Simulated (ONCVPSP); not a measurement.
**Which change was made? (C, ONCV)**

ONCVPSP 4.0.1 input, shortened (lines: element, Z, core and valence counts, functional; n l f; lmax; l rc ep ncon nbas qcut; lloc lpopt rc5 dvloc0; l nproj debl; icmod fcfact rcfact), PBE, non-relativistic:

```
  C 6.00    1    2        4      upf
    1    0    2.00
    2    0    2.00
    2    1    2.00
    2
    0    1.25    0.00    3    7    5.80
    1    1.75    0.00    3    8    9.00
    2    1.85    0.31    4    9    5.70
    4    5    0.85    0.00
    0    1    1.60
    1    2    3.10
    2    2    2.70
    2    0.75    0.85
```

Cutoffs, loose and tight: the cutoffs (Ha) at which the residual kinetic energy of the hardest occupied pseudo-wave falls to 1 and 0.1 mHa per electron. They do not see the model core or the augmentation charge, which bear on the density cutoff. Test errors are all-electron minus pseudo excitation energies from the reference, over the configurations 2s2 2p1; 2s2 2p0; 2s1 2p0; 2s1 2p3; variants that change the core or the reference have their own tests.

The base gives: outcome: generated; cutoff, loose: 20 Ha; cutoff, tight: 49 Ha; bound ghosts: none; GHOST(+) flags above zero: none; largest test error (meV): +367.

(1) After one change the result is: outcome: generated; cutoff, loose: 40 Ha; cutoff, tight: 92 Ha; bound ghosts: none; GHOST(+) flags above zero: d; largest test error (meV): +550. Which change was it?
A. s: qcut 4.4; p: qcut 6.8; d: qcut 4.3
B. s: qcut 3.9; p: qcut 6; d: qcut 3.8
C. s: qcut 8.6; p: qcut 13.3; d: qcut 8.4

Answers

(1) A. The others give: s: qcut 8.6; p: qcut 13.3; d: qcut 8.4 → outcome: generated; cutoff, loose: 24 Ha; cutoff, tight: 32 Ha; bound ghosts: none; GHOST(+) flags above zero: none; largest test error (meV): +286 | s: qcut 3.9; p: qcut 6; d: qcut 3.8 → outcome: generated; cutoff, loose: 55 Ha; cutoff, tight: 112 Ha; bound ghosts: none; GHOST(+) flags above zero: d; largest test error (meV): +661.
